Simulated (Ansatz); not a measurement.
Consider the ligand exchange at a B–N bond: `CBN(C)[SiH3]` + `O[SiH2][SiH3]` → `CBO[SiH2][SiH3]` + `CN[SiH3]`.

Isolated molecules relaxed with PBE0-D4/def2-TZVP in Ansatz; ΔE leaves out vibrations. CCSD(T)/CBS adds triple-zeta CCSD(T) − MP2 to the extrapolated MP2 energy (def2 sets, frozen cores). Functionals use def2-TZVPP. B3LYP here is the variant with VWN-RPA as its local correlation; programs differ in this. HSE06 is defined as in plane-wave codes. One conformer a species, not always the lowest.

| level | ΔE (kcal/mol) | difference from CCSD(T)/CBS |
| --- | --- | --- |
| LDA (SPW92) | 1.7 | 2.0 |
| PBE-D4 | 0.3 | 0.6 |
| revPBE-D4 | 0.4 | 0.7 |
| BLYP-D4 | -1.2 | -0.9 |
| r2SCAN-D4 | -0.9 | -0.6 |
| PBE0-D4 | -0.4 | -0.1 |
| B3LYP-D4 | -1.7 | -1.4 |
| r2SCAN0-D4 | -1.2 | -0.9 |
| HSE06-D4 | -0.4 | -0.1 |
| BHLYP-D4 | -2.8 | -2.5 |
| CAM-B3LYP-D4 | -2.1 | -1.8 |
| ωB97X-V | -1.5 | -1.2 |
| ωB97M-V | -1.0 | -0.7 |
| PBE | 0.2 | 0.5 |
| revPBE | -0.5 | -0.2 |
| BLYP | -1.7 | -1.4 |
| r2SCAN | -0.9 | -0.6 |
| PBE0 | -0.4 | -0.1 |
| B3LYP | -2.0 | -1.7 |
| r2SCANh | -1.0 | -0.7 |
| r2SCAN0 | -1.2 | -0.9 |
| HSE06 | -0.4 | -0.1 |
| BHLYP | -2.8 | -2.5 |
| CAM-B3LYP | -2.1 | -1.8 |
| LC-ωPBE | -1.2 | -0.9 |
| RPA@PBE/def2-TZVPP | -0.4 | -0.1 |
| HF/def2-SVP | -6.6 | -6.3 |
| MP2/def2-SVP | -1.8 | -1.5 |
| CCSD/def2-SVP | -2.7 | -2.4 |
| HF/def2-TZVPP | -5.4 | -5.1 |
| MP2/def2-TZVPP | 0.4 | 0.7 |
| SCS-MP2/def2-TZVPP | -0.7 | -0.4 |
| CCSD/def2-TZVPP | -1.0 | -0.7 |
| CCSD(T)/def2-TZVPP | -0.2 | 0.1 |
| HF/def2-QZVPP | -5.5 | -5.2 |
| MP2/def2-QZVPP | 0.3 | 0.6 |
| SCS-MP2/def2-QZVPP | -0.8 | -0.5 |
| HF/CBS(def2) | -5.6 | -5.3 |
| MP2/CBS(def2) | 0.3 | 0.6 |
| CCSD/CBS(def2) | -1.1 | -0.8 |
| CCSD(T)/CBS | -0.3 | 0 |

Largest T1 diagnostic among the species: 0.013.

At CCSD(T), def2-SVP lies −1.8 kcal/mol from the extrapolated value and def2-TZVPP +0.1 kcal/mol. In def2-TZVPP, CCSD(T) changes the Hartree–Fock value by +5.2 kcal/mol (the triples alone add +0.8 kcal/mol) and MP2 by +5.7 kcal/mol.

CCSD(T)/CBS has its own doubt, a few kJ/mol and more with outer-core shells, so smaller differences from it don't rank the levels.
